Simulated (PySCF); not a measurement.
**Two-component Hartree-Fock for W³²⁺ (tungsten, charge +32)**

Start: [Kr] 4d6; 4d3/2 filled at m_j = -3/2, -1/2, +1/2, +3/2; 4d5/2 filled at m_j = +3/2, +5/2. Calculated with PySCF 2.14 in an uncontracted even-tempered set (17 s from 3.1 bohr⁻², ratio 2.8; 14 p from 4.1 bohr⁻², ratio 2.8; 9 d from 4.1 bohr⁻², ratio 2.8; 3 f from 17 bohr⁻², ratio 3): generalised Hartree-Fock with the X2C-1e Hamiltonian and a Gaussian nucleus; one run each with spin-orbit coupling (SO) switched off, then screened by Boettger's factors.

| spinor shell | electrons | ε, spin-free (eV) | ε, screened SO (eV) | weight of nominal j (screened SO) | rms radius, screened SO (bohr) |
| --- | --- | --- | --- | --- | --- |
| 1s1/2 | 2 | -71136.6 | -71114.3 | 1.000 | 0.0208 |
| 2s1/2 | 2 | -13449.6 | -13441.9 | 1.000 | 0.0839 |
| 2p1/2 | 2 | -11921.4 | -12888.8 | 1.000 | 0.0713 |
| 2p3/2 | 4 | -11921.4 | -11527.7 | 1.000 | 0.0788 |
| 3s1/2 | 2 | -4097.9 | -4095.0 | 1.000 | 0.213 |
| 3p1/2 | 2 | -3636.9 | -3851.4 | 1.000 | 0.204 |
| 3p3/2 | 4 | -3636.9 | -3547.3 | 1.000 | 0.219 |
| 3d3/2 | 4 | -3105.0 | -3145.1 | 0.999 | 0.193 |
| 3d5/2 | 6 | -3105.0 | -3075.3 | 1.000 | 0.197 |
| 4s1/2 | 2 | -1716.7 | -1715.5 | 1.000 | 0.444 |
| 4p1/2 | 2 | -1542.1 | -1612.1 | 0.997 | 0.448 |
| 4p3/2 | 4 | -1542.1 | -1511.8 | 0.999 | 0.476 |
| 4d3/2 | 4 | -1342.7 | -1350.6 | 0.967 | 0.466 |
| 4d5/2 | 2 | -1342.7 | -1332.5 | 0.967 | 0.473 |

```tsv
quantity	spin-free	screened SO
E (hartree)	-15585.62380	-15605.47854
M_J	4	4
⟨J²⟩	20.001	20.016
⟨L²⟩	6.001	11.568
⟨S²⟩	6.000	3.367
```

Each row is a mean over spinors that exchange with the open shell spreads, by up to 22.501 eV (4p3/2).

Breit and QED terms are absent; they matter most for the inner s and p1/2 levels.

Densities and radii are taken from the X2C orbitals without a picture-change correction, which distorts them close to the nucleus.

Without spin-orbit coupling the j labels of p, d and f shells carry no meaning; the spin-free column gives the mean over the occupied spinors of each nl shell.
